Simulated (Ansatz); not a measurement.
Computed with Ansatz on PBE0-D4/def2-TZVP structures; ΔE is electronic, products minus reactants. CBS: MP2 limit from def2 TZ/QZ plus the TZ coupled-cluster correction, frozen cores. This one scheme is used for every species. Functionals use def2-TZVPP. def2 core potentials past Kr. For Sb outer-core shells are correlated without core-valence functions, which leaves a few kJ/mol of doubt a bond. One conformer a species, not always the lowest.

Consider the ligand exchange at the Sb–C bond: `[CH3][SbH][CH2]O` + CH₃SH → `C[S][SbH][CH3]` + CH₃OH.

`[CH3][SbH][CH2]O`:

Cartesian coordinates in Å:
```
C 0.226 -0.562 1.516
Sb -0.376 1.313 0.617
C -0.141 0.511 -1.413
O 1.189 0.105 -1.644
H -0.252 -1.407 1.020
H 1.311 -0.655 1.452
H -0.053 -0.563 2.570
H -2.049 0.934 0.690
H -0.857 -0.303 -1.567
H -0.362 1.302 -2.129
H 1.365 -0.676 -1.113
```

CH₃SH:

Cartesian coordinates in Å:
```
C 0.019 -0.180 0.457
S -0.623 0.870 -0.865
H -0.095 -1.237 0.219
H -0.579 0.044 1.340
H 1.062 0.047 0.677
H 0.216 0.457 -1.827
```

`C[S][SbH][CH3]`:

Z-matrix (Å, degrees):
```
C
S 1 1.814
H 1 1.090 2 111.8
H 1 1.090 2 111.5 3 -123.4
H 1 1.091 2 106.4 3 118.3
Sb 2 2.419 1 100.1 3 66.1
C 6 2.157 2 97.4 1 -113.0
H 6 1.711 2 92.5 1 153.4
H 7 1.090 6 108.7 2 77.6
H 7 1.092 6 109.3 2 -163.2
H 7 1.088 6 109.9 2 -42.4
```

CH₃OH:

Cartesian coordinates in Å:
```
C -0.165 0.233 -0.212
O 0.308 -0.309 0.999
H -0.689 1.158 0.034
H -0.873 -0.433 -0.721
H 0.648 0.478 -0.907
H 0.771 -1.127 0.807
```

```tsv
level	ΔE (kJ/mol)	difference from CCSD(T)/CBS
PBE-D4	-81.5	0.8
r2SCAN-D4	-82.4	-0.1
PBE0-D4	-84.6	-2.3
ωB97X-V	-80.0	2.3
ωB97M-V	-80.0	2.3
B2PLYP	-82.6	-0.3
PBE	-80.5	1.8
r2SCAN	-82.1	0.2
PBE0	-83.6	-1.3
HF/def2-TZVPP	-90.2	-7.9
MP2/def2-TZVPP	-81.8	0.5
SCS-MP2/def2-TZVPP	-80.8	1.5
CCSD/def2-TZVPP	-76.7	5.6
CCSD(T)/def2-TZVPP	-76.2	6.1
SCS-MP2/def2-QZVPP	-84.4	-2.1
CCSD/CBS(def2)	-82.8	-0.5
CCSD(T)/CBS	-82.3	0
```

Largest T1 diagnostic among the species: 0.013.

In def2-TZVPP, CCSD(T) changes the Hartree–Fock value by +13.9 kJ/mol (the triples alone add +0.5 kJ/mol) and MP2 by +8.3 kJ/mol. From PBE to PBE0 (25 % exact exchange), in def2-TZVPP and without D4, ΔE moves by −3.1 kJ/mol.
